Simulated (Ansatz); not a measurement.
LiAg₆⁺, relaxed as a singlet with RKS r2SCAN-D4/def2-SVP in Ansatz, starting from the GFN1-xTB geometry. Force threshold 0.02 eV/Å.

In the def2 sets Ag takes a core potential; there is no spin–orbit coupling. Another isomer (singlet) lies 0.59 eV lower at PBE0-D4/def2-TZVP; other spin states weren't run for this one.

Start:

```xyz
7

Li    2.198   -0.500    0.858
Ag    0.280   -0.826   -1.086
Ag   -0.168   -1.968    1.444
Ag   -1.306    1.502   -1.405
Ag   -2.320   -0.719    0.031
Ag    1.513    1.690   -0.951
Ag   -0.197    0.822    1.109
```

(1) Estimate the energy that the relaxation releases and the steps that it takes.

(2) Does the start keep its bonding and symmetry?

(3) Predict the relaxed structure.

Results:

(1) 14.1 kJ/mol, in 5 steps; 51 s on 4 threads of Arm Neoverse V1 on a shared host. No frequencies were taken in this run, so the end may be a saddle point.

(2) By distances, no bond broke or formed. The bond that changes most is Ag2–Ag7, from 2.79 to 2.63 Å (atoms count from 1). Point group Cs at the start, C2v at the end, both within 0.05 Å.

(3) 
```xyz
7

Li    2.3896   -0.5187    0.9082
Ag    0.2488   -0.7834   -1.0264
Ag   -0.1753   -1.9316    1.4146
Ag   -1.3788    1.4709   -1.4061
Ag   -2.3676   -0.6600   -0.0179
Ag    1.4855    1.6487   -0.9167
Ag   -0.2022    0.7740    1.0442
```
Bond lengths (bridged metal pairs left out): 12 × Ag–Ag 2.63 to 2.91 Å; 4 × Ag–Li 2.90 to 2.97 Å.
